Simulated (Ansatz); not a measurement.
A nudged elastic band was laid between two geometries of CH5Ga + ClH (9 atoms, charge 0, multiplicity 1).

Method: RKS PBE0-D4/def2-SVP (Ansatz 0.2.0).

```
movable images  : 5
climbing image  : yes
spring          : 5.0 eV/Å²
optimiser       : quadratic models (default)
start path      : through a guess of the saddle point
force threshold : 0.05 eV/Å
iteration limit : 60
end points      : relaxed
```

Image 0:

```xyz
9
Properties=species:S:1:pos:R:3
Ga 0.002 0.030 0.249
C 0.036 0.294 2.212
H -0.909 -0.005 2.694
H 0.873 -0.235 2.693
H 0.174 1.367 2.426
H 1.359 -0.089 -0.541
H -1.347 0.237 -0.538
Cl -0.331 -2.729 0.605
H -0.362 -2.570 1.884
```

Image 6:

```xyz
9
Properties=species:S:1:pos:R:3
Ga -0.076 -0.589 -0.375
C -0.021 -0.100 2.645
H -0.907 0.118 3.255
H 0.877 -0.134 3.276
H 0.103 0.708 1.907
H 1.402 -0.105 -0.483
H -1.404 0.220 -0.485
Cl -0.325 -2.737 -0.222
H -0.153 -1.083 2.167
```

Which bonds break or form, and what moves?

Bonds broken: Ga1–C2, Cl8–H9. Bonds formed: C2–H9. CH5Ga + ClH becomes CH4 + ClGaH2.

What energy profile does the band end with?

The forces met the threshold. The highest image is number 2 of 0 to 6, 0.32 eV above the first end and 1.73 eV above the last; the last end lies 1.41 eV below the first. A vibrational analysis at the climbing image gives one clearly imaginary mode, 791i cm⁻¹: a first-order saddle point. The orbitals stay closed-shell, which can raise the energy where a bond breaks towards radicals; this wasn't checked here.

```json
{"image": "0", "path coordinate (Å)": "0.00", "energy (eV)": "0.00", "Ga1–C2 (Å)": "1.98", "Cl8–H9 (Å)": "1.29", "C2–H9 (Å)": "2.91"}
{"image": "1", "path coordinate (Å)": "0.74", "energy (eV)": "0.07", "Ga1–C2 (Å)": "1.99", "Cl8–H9 (Å)": "1.30", "C2–H9 (Å)": "2.20"}
{"image": "2", "path coordinate (Å)": "1.47", "energy (eV)": "0.32", "Ga1–C2 (Å)": "2.10", "Cl8–H9 (Å)": "1.48", "C2–H9 (Å)": "1.56"}
{"image": "3", "path coordinate (Å)": "1.97", "energy (eV)": "-0.45", "Ga1–C2 (Å)": "2.31", "Cl8–H9 (Å)": "1.90", "C2–H9 (Å)": "1.19"}
{"image": "4", "path coordinate (Å)": "2.46", "energy (eV)": "-1.20", "Ga1–C2 (Å)": "2.62", "Cl8–H9 (Å)": "2.27", "C2–H9 (Å)": "1.11"}
{"image": "5", "path coordinate (Å)": "2.96", "energy (eV)": "-1.39", "Ga1–C2 (Å)": "2.88", "Cl8–H9 (Å)": "2.65", "C2–H9 (Å)": "1.10"}
{"image": "6", "path coordinate (Å)": "3.45", "energy (eV)": "-1.41", "Ga1–C2 (Å)": "3.06", "Cl8–H9 (Å)": "2.91", "C2–H9 (Å)": "1.10"}
```

What is the geometry of the highest image?


```xyz
9
Properties=species:S:1:pos:R:3:forces:R:3
Ga -0.050 -0.191 0.153 0.00 -0.01 0.01
C -0.032 -0.028 2.244 0.00 0.00 0.00
H -1.016 -0.037 2.733 0.00 0.00 0.00
H 0.712 -0.513 2.897 0.00 0.00 0.00
H 0.298 1.027 2.193 0.00 0.00 0.00
H 1.373 -0.061 -0.467 0.01 0.00 0.00
H -1.439 0.198 -0.435 0.00 0.00 0.00
Cl -0.241 -2.644 0.752 0.00 0.00 -0.01
H -0.110 -1.454 1.615 0.00 0.01 0.00
```

What are the harmonic wavenumbers there?

791i, 40, 216, 346, 390, 424, 493, 604, 685, 737, 843, 900, 1219, 1402, 1428, 1507, 2018, 2030, 3035, 3120, 3182 cm⁻¹.

The band took 11 iterations and about 7 core-minutes.

Time of the run: 4.1 min on 2 threads of Arm Neoverse N1, on a shared host, peak memory 0.21 GiB.
